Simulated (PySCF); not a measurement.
A structure optimised at PBE-D3(BJ)/def2-SVP, used in a PySCF frequency run:

```xyz
5

Hf     0.0000     0.0000     0.0000
F     -1.1059     1.1059    -1.1059
F      1.1059     1.1059     1.1059
F      1.1059    -1.1059    -1.1059
F     -1.1059    -1.1059     1.1059
```

### Question
Write its SMILES, formula and point group.

### Answer
[F][Hf]([F])([F])[F], F₄Hf, Td

### Question
What are its rotational constants (standard atomic weights)?

### Answer
2.7187, 2.7187, 2.7187 GHz
